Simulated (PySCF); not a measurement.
## Calculated data, BClH2O

Computed with PySCF 2.14.0. Calculation on a computer-drawn molecule: vertical ionisation energy to the stated ion spin, frozen-core CCSD(T) at the basis limit and cheaper methods, single-reference cases, UHF for radicals, no spin-orbit; all values are single points at the evaluated structure, the first of each entry, which is the reference or a displaced copy of it and isn't optimised; the reference structure only sets the zero of the energies above reference; triples share is (T) over the correlation energy.

Entry: BClH2O

Evaluated structure:
```xyz
5
BClH2O
O     -0.7634    -1.1447    -2.1355
B     -0.8771    -1.9427    -1.0196
Cl    -1.8825    -3.5643    -1.3708
H     -0.3540    -0.3558    -1.8912
H     -0.6500    -1.5337     0.2543
```

Reference structure:
```xyz
5
BClH2O
O     -0.7592    -1.0998    -2.0777
B     -0.9709    -1.9309    -1.0533
Cl    -1.7720    -3.4727    -1.3849
H     -0.3276    -0.2950    -1.8312
H     -0.6474    -1.6851     0.0692
```

```
charge                                         : 0
multiplicity                                   : 1
ion multiplicity                               : 2
diffuse functions                              : no
basis                                          : cc-pV(n+d)Z
reference is                                   : the Hartree-Fock double-zeta minimum
best is                                        : HF at quadruple zeta + MP2 correlation extrapolated from triple and quadruple zeta + CCSD(T) minus MP2 at triple zeta
basis step is                                  : the size of the change from the same recipe one zeta lower
ionisation energy best                         : 11.63 eV
ionisation energy basis step                   : 0.09448 eV
energy above reference best                    : 16.85 kcal/mol
energy above reference basis step              : 0.2513 kcal/mol
ionisation energy Koopmans at triple zeta      : 12.09 eV
ionisation energy EOM CCSD at triple zeta      : 11.5 eV
total energy HF triple zeta                    : -560.3380 hartree
total energy CCSD(T) triple zeta               : -560.9175 hartree
total energy best                              : -561.0061 hartree
T1 diagnostic at triple zeta                   : 0.01349
D1 diagnostic at triple zeta                   : 0.04793
ion T1 diagnostic at triple zeta               : 0.02175
ion D1 diagnostic at triple zeta               : 0.09155
ion spin squared at triple zeta                : 0.7614
triples share at triple zeta                   : 0.0385
basis functions triple zeta                    : 127
dipole magnitude HF at triple zeta             : 3.418 debye
dipole magnitude CCSD unrelaxed at triple zeta : 3.136 debye
dipole magnitude PBE at triple zeta            : 2.993 debye
dipole magnitude r2SCAN at triple zeta         : 3.116 debye
dipole magnitude B3LYP at triple zeta          : 3.107 debye
dipole magnitude wB97X at triple zeta          : 3.24 debye
```

Drawn bonds:
```tsv
atom	other atom	order
1	2	1
2	3	1
1	4	1
2	5	1
```

Triple zeta:
```tsv
method	ionisation energy (eV)	energy above reference (kcal/mol)
HF	10.36	17.99
PBE	11.13	14.75
r2SCAN	11.29	16.28
B3LYP	11.39	16.33
wB97X	11.49	16.87
MP2	11.55	17.38
CCSD	11.35	16.93
CCSD(T)	11.41	16.41
```
